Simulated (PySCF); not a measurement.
Computed with PBE-D3(BJ)/def2-TZVP // B3LYP-D3(BJ)/def2-TZVP (PySCF). All species are isolated molecules in the gas phase. 

Reference species (SMILES): `[BH2]` (neutral, multiplicity 2).

- dipole moment: 0.51 D

Changed species: `[BH]C` (radical fragment; the reference has radical fragment).

Give the shifts of the dipole moment.

the dipole moment increases by 0.80 D, to 1.31 D.
